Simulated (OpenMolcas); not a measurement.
Au2+: effect of the active space

```json
{
  "Program": "OpenMolcas 26.06",
  "Method": "MS-CASPT2 or its RAS form, IPEA 0.25 Eh, imaginary shift 0.1 Eh",
  "Basis": "ANO-RCC-VTZP",
  "Scalar Hamiltonian": "DKH2, point nucleus",
  "Spin-orbit coupling": "state interaction with AMFI integrals over the reference wave functions, term energies averaged over their components"
}
```

A. 9 electrons in 6 orbitals (5d 6s); 2S+1 = 4 even, 20 roots (17 in the spin-orbit step); 2S+1 = 2 even, 30 roots; closed shells correlated: 5s 5p; CASPT2 step of the order of 15 core-seconds
B. 9 electrons in 9 orbitals (RAS2 5d 6s; RAS3 6p, at most 2 electrons); 2S+1 = 2 even, 58 roots; 2S+1 = 4 even, 20 roots kept (CI in the orbitals of an earlier block); 2S+1 = 2 odd, 52 roots; 2S+1 = 4 odd, 29 roots kept (CI in the orbitals of an earlier block); closed shells correlated: 5s 5p; CASPT2 step about 9 core-minutes

Energies in cm-1 above 5d9 2D 5/2, the measured ground level; measured values from Iglesias, J. Res. Natl. Bur. Stand. 64A, 481 (1960).

```csv
Level,A,B,Measured
5d9 2D 5/2,0.0,0.0,0.0
5d9 2D 3/2,13300,13630,12694
5d8 6s 4F 9/2,27800,27670,29754
5d8 6s 4F 7/2 [60 %],32880,32780,35077
5d8 6s 4F 5/2 [69 %],42670,42440,44426
5d8 6s 2F 7/2 [58 %],43720,43840,45740
5d8 6s 4P 1/2,48270,47740,49439
5d8 6s 4P 3/2 [53 %],48540,48130,
5d8 6s 2G 9/2,56200,56480,57819
5d8 6s 2P 1/2,56300,56470,58327
5d8 6s 2G 7/2,56630,56970,58585
```

Deviations, from unrounded energies. A percentage is the sum of absolute deviations over the sum of measured energies, with the sign that they share, or ± where signs differ.

```tsv
Against measurement	Levels	A	B
mean absolute deviation (cm-1)	9	1700	1700
fine structure of the ground term (%)	1	+4.8	+7.4
other configurations (%)	8	-3.9	-3.9
```

A, B lie about equally close to measurement. The largest miss of A in the table is 5d8 6s 4F 7/2 [60 %], by -2200 cm-1. The ranking rests on the paired levels alone, and a cruder setting can come out closer through cancelling errors.

The two smallest mean deviations differ by little beside CASPT2's spread within terms, so their order carries little weight.

Between A and B the level of the table that moves most is 5d8 6s 4P 1/2, by 530 cm-1 (lowest in B, highest in A). Moves below CASPT2's spread within the term are not significant.

CASPT2 does not keep the components of a term degenerate, so their means are used; among the terms shown or strongly mixed into the levels shown the widest spread is 1100 cm-1 (5d8 6s 2F, B). A single d shell beside an s shell can misplace configurations of different d count against each other. The CASPT2 spread within a term exceeds the gap to the next term for 5d8 6s 2P and 5d8 6s 2G, so the order of their levels is uncertain (figures for A; the like holds for B). Some high roots are left out of the spin-orbit mixing, which shifts the levels that they would mix with (holds for A). Terms from blocks run as CI alone lack orbitals of their own (holds for B). Measured partners are found by configuration, term and J. A level has none where our copy of the source lacks it or the pairing is in doubt (some pairs that miss far off the trend of their configuration count as doubtful), and it then counts in no deviation. Only configurations of the active space appear. The table leaves out levels that lie high or whose names do not pair safely across all columns.

A share in square brackets marks a mixed level and gives the weight of the term that names it, the lowest over the columns.
